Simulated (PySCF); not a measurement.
Two species compared at the same levels of theory.

First species: HNO3.
SMILES: `O=NOO`

Second species: C₄H₄O₃.
Atom-mapped SMILES: `[O:1]=[C:2]1[CH2:3][CH2:4][C:5](=[O:6])[O:7]1` (hydrogens: H8, H9 on C3; H10, H11 on C4)

Geometry (PBE0-D3(BJ)/def2-TZVP, Å), atoms numbered from 1 in this order:
```xyz
11
C4H4O3 angstrom
O     -2.1178   -1.4615   -2.3202
C     -1.3091   -1.1011   -1.5326
C     -1.2626    0.1838   -0.7425
C      0.0005    0.0761    0.0905
C      0.5872   -1.2643   -0.2778
O      1.5751   -1.7800    0.1245
O     -0.2178   -1.8764   -1.2126
H     -2.1785    0.2585   -0.1548
H     -1.2635    1.0189   -1.4442
H      0.7427    0.8459   -0.1252
H     -0.1727    0.0914    1.1672
```

Levels: B97-2/pcSseg-2 for dipole moment, HOMO energy, LUMO energy and HOMO–LUMO gap; PBE0-D3(BJ)/def2-TZVP for rotational constant A and rotational constant C. Geometries: PBE0-D3(BJ)/def2-TZVP. Each structure is a single optimised conformer of the isolated species, non-relativistic unless stated. Electronic properties by PySCF.

Dipoles, sizes and rotational constants follow the conformer. The torsions of the flexible species, by atom-mapped SMILES:
- `[O:1]=[N:2][O:3][OH:4]`: O1–N2–O3–O4 0°, H–O4–O3–N2 0°

```csv
property,column X,column Y
dipole moment,4.54 D,0.85 D
HOMO energy,-8.13 eV,-8.83 eV
LUMO energy,-0.94 eV,-2.73 eV
HOMO–LUMO gap,7.19 eV,6.10 eV
rotational constant A,6.003 GHz,22.199 GHz
rotational constant C,1.745 GHz,6.031 GHz
```

**Question.** Which column belongs to which species?

**Answer.** Column X is the second species and column Y the first. The first has 5 atoms and 32 electrons, the second 11 and 52.

**Question.** How does each property change from the first species to the second?

**Answer.** dipole moment +3.69 D; HOMO energy +0.70 eV; LUMO energy +1.79 eV; HOMO–LUMO gap +1.09 eV; rotational constant A -16.196 GHz; rotational constant C -4.286 GHz.

On the first: The dipole equals about 2.8 × 10⁻³⁰ C·m (1 D = 3.33564 × 10⁻³⁰ C·m). The structure is a single PBE0-D3(BJ)/def2-TZVP conformer in the gas phase; no vibrational or solvent corrections.

On the second: Point group C2v permits a dipole; with 4.54 D the species has a pure rotational spectrum. The dipole equals about 15.1 × 10⁻³⁰ C·m (1 D = 3.33564 × 10⁻³⁰ C·m). Isolated species at its PBE0-D3(BJ)/def2-TZVP geometry, gas phase.
